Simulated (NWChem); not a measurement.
# CH3Cl2Si, doublet; SMILES Cl[Si](Cl)C

```xyz
7

C     -2.0235     0.3088     0.0000
Si    -0.3357    -0.5031     0.0000
Cl     0.7035     0.1106     1.6879
Cl     0.7035     0.1106    -1.6879
H     -1.9005     1.4039     0.0000
H     -2.5885     0.0132     0.8964
H     -2.5885     0.0132    -0.8964
```
Atoms are numbered in this order, from 1.

Results from NWChem. Pople sets run with spherical d functions. Spin-unrestricted. Medium grid unless said otherwise, to which SCAN and Minnesota functionals are sensitive. In the optimisation the excess spin sits in a' (Cs, its own frame). Geometry: optimised at PBE0/def2-SVP, spin-unrestricted. No stability test was run on the SCF state. B3LYP is NWChem's, with the RPA form of VWN correlation.

Order these by “highest occupied level (eV)”, lowest first: LRC-wPBEh/6-31G*; r2SCAN0/6-31G*; PBE/6-31G*; B3LYP/6-31G*.

LRC-wPBEh/6-31G* (-8.39), r2SCAN0/6-31G* (-6.85), B3LYP/6-31G* (-6.22), PBE/6-31G* (-5.30)
